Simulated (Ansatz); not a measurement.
System: C₆H₈N, net charge 0, doublet state. It need not be the lowest isomer of its formula. 
Geometry from a B3LYP-D3(BJ)/def2-TZVP (Ansatz, an electronic-structure program) optimisation:
```
N
H 1 1.0059
C 1 1.3758 2 124.41
C 3 1.3807 1 107.59 2 -180.00
H 4 1.0765 3 125.90 1 -180.00
C 1 1.3880 2 124.47 3 180.00
C 6 1.3626 1 104.31 2 -180.00
C 6 1.4871 7 133.03 4 180.00
H 8 1.0886 6 109.54 7 0.00
H 8 1.0942 9 107.76 6 122.04
H 8 1.0942 9 107.76 10 115.93
C 3 1.4896 1 121.92 2 0.00
H 12 1.0890 3 109.81 1 180.00
H 12 1.0943 13 107.65 3 -122.10
H 12 1.0943 13 107.65 14 -115.80
```
Charge 0, spin multiplicity 2.

Wanted: atomisation energy (electronic, to ground-state atoms), in eV. Valence correlation only, unless marked. UHF or UKS for open shells. Spin-orbit coupling is left out. Non-relativistic unless marked X2C. The coupled-cluster limit lacks core correlation, which all-electron functionals hold. CBS marks a two-point X^-3 extrapolation of the correlation energy; Hartree-Fock from the larger set. [CCSD(T)-MP2]/basis is that difference in the basis named.

| level | program | atomisation energy (eV) |
|---|---|---|
| PBE-D3(BJ)/def2-TZVPD | Ansatz + dftd3 | 69.38 |
| PBE-D4/def2-TZVPD | Ansatz + dftd4 | 69.38 |

Q: What does RI-MP2/CBS(cc-pVTZ,cc-pVQZ)+[CCSD(T)-MP2]/cc-pVTZ (Ansatz) give?

A: 66.62 eV, so PBE-D4/def2-TZVPD differs from it by 2.76 eV.
